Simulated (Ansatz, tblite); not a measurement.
Cost and result up the ladder for Si(vinyl)3(NiPr2) (C12H23NSi) (37 atoms). Charge 0, multiplicity 1. Geometry: r2SCAN-D4/def2-SVP.

Cartesian coordinates in Å:
```
Si 0.501 -0.849 -0.363
C 2.361 -0.598 -0.271
C 3.201 -1.526 0.217
H 2.812 0.321 -0.674
H 2.835 -2.479 0.619
H 4.289 -1.380 0.227
C 0.057 -2.437 0.537
C -0.197 -3.604 -0.075
H 0.030 -2.416 1.638
H -0.183 -3.690 -1.170
H -0.429 -4.522 0.480
C 0.035 -1.056 -2.176
C 0.915 -1.173 -3.184
H -1.036 -1.064 -2.435
H 1.997 -1.179 -3.002
H 0.601 -1.274 -4.231
N -0.388 0.453 0.401
C -1.801 0.201 0.724
C -2.114 0.485 2.197
C -2.774 0.931 -0.211
C 0.064 1.848 0.491
C 1.155 2.035 1.549
C 0.473 2.426 -0.867
H -1.962 -0.883 0.569
H -1.982 1.553 2.439
H -3.157 0.220 2.436
H -1.447 -0.097 2.851
H -2.702 2.025 -0.100
H -2.565 0.683 -1.263
H -3.816 0.648 0.011
H -0.807 2.437 0.831
H 2.067 1.478 1.285
H 0.809 1.661 2.526
H 1.424 3.099 1.658
H 0.742 3.492 -0.781
H 1.345 1.898 -1.287
H -0.349 2.332 -1.594
```

Ansatz on 2 threads of AMD EPYC 7R13 on a shared host and a share (18 GiB) of an NVIDIA H100 80GB HBM3; xTB runs through tblite on one thread. Times are rough, summed over both states, and most runs start from the orbitals of an earlier one. PBE0-D4/def2-TZVP serves as the yardstick here, not as an exact answer. The other state is a triplet.

The xTB rows come from tblite. Single mean-field runs in def2-TZVP are fitted with def2-universal-jkfit.

xTB has no spin-polarisation term.

| level | functions | wall time | vertical triplet (eV) | difference from PBE0-D4/def2-TZVP (eV) |
| --- | --- | --- | --- | --- |
| GFN2-xTB | 84 | 0.094 s | 3.92 | -0.11 |
| GFN1-xTB | 107 | 0.13 s | 3.98 | -0.05 |
| PBE-D4/def2-TZVP | 578 | 20 s | 3.92 | -0.10 |
| r2SCAN-D4/def2-TZVP (with forces) | 578 | 22 s | 3.83 | -0.19 |
| PBE0-D4/def2-TZVP | 578 | 24 s | 4.02 | 0.00 |
